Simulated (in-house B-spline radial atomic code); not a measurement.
The outermost shell (largest non-relativistic mean radius) with and without relativity; Dirac values are averaged over j. Computed with an all-electron radial atomic-structure program (B-spline basis): non-relativistic Hartree-Fock and Dirac-Hartree-Fock, averages of the configuration (point nuclei without relativity, finite nuclei with it).

```csv
ion,configuration,outermost shell,radius non-relativistic (bohr),radius Dirac (bohr),radius change (%),level non-relativistic (eV),level Dirac (eV),spin-orbit splitting (eV)
Rb5+,[Ar] 3d10 4s2 4p2,4p,1.4882,1.4799,-0.56058,-81.685,-81.995,1.243
Sr5+,[Ar] 3d10 4s2 4p3,4p,1.4176,1.4092,-0.59153,-86.645,-86.993,1.4952
Zr5+,[Ar] 3d10 4s2 4p5,4p,1.2954,1.2869,-0.65956,-96.778,-97.216,2.106
Nb5+,[Ar] 3d10 4s2 4p6,4p,1.2428,1.2342,-0.69621,-101.952,-102.44,2.4711
Mo5+,[Kr] 4d1,4d,1.4418,1.452,0.70595,-68.665,-67.965,0.31858
Tc5+,[Kr] 4d2,4d,1.3702,1.3794,0.67628,-72.358,-71.622,0.38969
Ru5+,[Kr] 4d3,4d,1.3062,1.3147,0.65039,-76.022,-75.246,0.47033
Rh5+,[Kr] 4d4,4d,1.2487,1.2565,0.62739,-79.663,-78.846,0.56127
Pd5+,[Kr] 4d5,4d,1.1966,1.2038,0.60659,-83.288,-82.426,0.66331
Ag5+,[Kr] 4d6,4d,1.1491,1.1558,0.58751,-86.900,-85.993,0.77729
Cd5+,[Kr] 4d7,4d,1.1056,1.1119,0.56978,-90.505,-89.549,0.90408
In5+,[Kr] 4d8,4d,1.0656,1.0715,0.55311,-94.105,-93.098,1.0446
Sn5+,[Kr] 4d9,4d,1.0286,1.0341,0.53727,-97.703,-96.643,1.1997
Sb5+,[Kr] 4d10,4d,0.99462,0.99982,0.52242,-101.299,-100.18,1.3705
Te5+,[Kr] 4d10 5s1,5s,1.9116,1.8481,-3.3193,-66.787,-69.168,-
I5+,[Kr] 4d10 5s2,5s,1.8362,1.7746,-3.3536,-69.993,-72.515,-
Xe5+,[Kr] 4d10 5s2 5p1,5p,1.9224,1.8988,-1.228,-64.072,-64.649,1.952
```
